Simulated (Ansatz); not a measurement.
C$_{2}$H$_{2}$F$_{2}$Ge (`C#[C][GeH]([F])[F]`) at its PBE0-D4/def2-TZVP geometry, where that method's forces vanish. The species carries charge 0 and has multiplicity 1.

```xyz
7

C     0.1184   -0.1363   -2.0259
C     0.0389   -0.0587   -0.8276
Ge   -0.1494    0.0417    1.0383
F     1.0604   -0.9485    1.7549
F     0.2380    1.6427    1.5325
H     0.1988   -0.2018   -3.0875
H    -1.5051   -0.3391    1.6153
```

Problem. What forces (eV/Å) does r2SCAN-D4/def2-TZVPP give on these atoms in Ansatz? (An estimate is asked.)

Solution. Computed: 
```
C1   0.023 -0.027 -0.399
C2  -0.021  0.026  0.385
Ge3 -0.105 -0.039 -0.063
F4   0.039 -0.018  0.021
F5   0.020  0.039  0.016
H6  -0.002  0.004  0.058
H7   0.046  0.013 -0.018
```
